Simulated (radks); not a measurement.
Values are calculated unless marked as measured or tabulated.
Spin polarisation of the 5d4 shell in the tungsten ion W2+. Start: [Xe] 4f14 5d(up 2, down 2); electrons of 5d are moved from spin down to spin up, other shells keep equal spins. Code: a radial shooting solver on a logarithmic mesh with Libxc functionals. Model: scalar-relativistic Kohn-Sham, SCAN, spin-polarised, spherical densities, finite nucleus; meta-GGA in the generalised Kohn-Sham scheme; Fermi nuclear charge, rms radius of each element as measured or else 0.836 A^(1/3) + 0.57 fm.

moment (Bohr magnetons) = 0: E - E(0) (eV) 0.000; e(5d up) (eV) -19.822; e(5d down) (eV) -19.822; 4f down minus up (eV) 0.000
moment (Bohr magnetons) = 1: E - E(0) (eV) -0.205; e(5d up) (eV) -20.206; e(5d down) (eV) -19.383; 4f down minus up (eV) 0.121
moment (Bohr magnetons) = 2: E - E(0) (eV) -0.827; e(5d up) (eV) -20.544; e(5d down) (eV) -18.873; 4f down minus up (eV) 0.245
moment (Bohr magnetons) = 3: E - E(0) (eV) -1.887; e(5d up) (eV) -20.837; e(5d down) (eV) -18.249; 4f down minus up (eV) 0.374

At moment 3 the spin-polarisation energy is -1.887 eV and the 5d exchange splitting 2.589 eV, that is 0.863 eV per Bohr magneton; E = -I m^2/4 would give I = 0.839 eV.
